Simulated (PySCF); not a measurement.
Species: C₇H₁₀OSi.
Numbering: `[CH2:1]=[C:2]1[CH:3]=[CH:4]/[C:5]1=[C:6](\[CH3:7])[O:8][SiH3:9]`

Geometry (PBE0-D3(BJ)/def2-SVP, Å), atoms numbered from 1 in this order:
```
atom  x, y, z in Å
C1    -1.8931   -1.7793   -0.9648
C2    -1.8929   -0.5044   -0.5714
C3    -2.8666    0.6119   -0.5146
C4    -1.9458    1.4624    0.0215
C5    -0.8861    0.4374    0.0165
C6     0.4048    0.3583    0.3741
C7     1.1821    1.4864    0.9662
O8     1.0505   -0.8301    0.2294
Si9    2.6798   -1.1629    0.0473
H10   -2.7926   -2.2448   -1.3753
H11   -0.9879   -2.3826   -0.8776
H12   -3.9167    0.7077   -0.7937
H13   -1.9797    2.5073    0.3362
H14    0.5708    2.3949    1.0357
H15    1.5379    1.2296    1.9782
H16    2.0719    1.7238    0.3566
H17    3.2440   -0.4470   -1.1373
H18    3.4542   -0.7676    1.2623
H19    2.7560   -2.6335   -0.1493
```

Definitions: NICS(0) = −σiso at the ring centroid; NICS(1) = −σiso and NICS(1)zz = −σzz at ±1 Å along the ring normal z. Level: GIAO HF/pcSseg-1 (PySCF, non-relativistic, gas phase) on the PBE0-D3(BJ)/def2-SVP geometry, one conformer.

Ring bond lengths (Å): C2–C3 1.482, C3–C4 1.363, C4–C5 1.474, C5–C2 1.499.

Problem. Give the NICS values of each ring in ppm.

Solution. 
```json
{"ring": "C2–C3–C4–C5", "type": "4-membered carbocycle; formal bonds 1 double, 3 single", "NICS(0)": "2.3", "NICS(1), two faces": "-2.7 / -2.7", "NICS(1)zz, two faces": "3.8 / 3.7", "rms pucker (Å)": "0.00", "centre to ring atoms, mean (Å)": "1.03"}
```

Problem. What do they say, and how far can they be read as aromaticity?

Solution. 
- C2–C3–C4–C5: mean NICS(1)zz 3.8 ppm, deshielded. NICS(0) lies 5 ppm above the mean NICS(1).

Problem. And the bond-length index? HOMA = 1 − mean of α(R − Ropt)² over the ring bonds, with Krygowski's 1993 parameters (CC: Ropt 1.388 Å, α 257.7 Å⁻²).

Solution. 
- C2–C3–C4–C5: HOMA -0.88 = 1 − EN − GEO, with mean bond length 1.455 Å, EN = α(Ropt − mean)² = 1.146 and GEO = α × variance = 0.737.

Problem. At the second NICS(1) probe listed for ring C2–C3–C4–C5, 1 Å off the ring, how large is the induced field along the normal in 9.4 T applied along it?

Solution. NICSzz × B0 = 3.7 ppm × 9.4 T = 35 μT, along the applied field.

Problem. Give the inner angles of the rings.

Solution. 
- C2–C3–C4–C5: C2 87.3°, C3 92.4°, C4 92.9°, C5 87.4°; sum 360.0° against 360° for a flat convex ring.

Problem. How do the values depend on the level or the medium?

Solution. 
```json
{"level": "HF/pcSseg-1, gas", "NICS(0), C2–C3–C4–C5": "2.3", "mean NICS(1)zz, C2–C3–C4–C5": "3.8"}
{"level": "PBE0/pcSseg-1, gas", "NICS(0), C2–C3–C4–C5": "3.7", "mean NICS(1)zz, C2–C3–C4–C5": "5.6"}
```

The geometry is the same throughout.

On one thread, AMD EPYC (x86_64), shared host with 64 logical CPUs at a one-minute load of 53, this took 42 s wall and 0.94 GiB of memory at its peak. This is the whole shielding run at HF/pcSseg-1, SCF included.
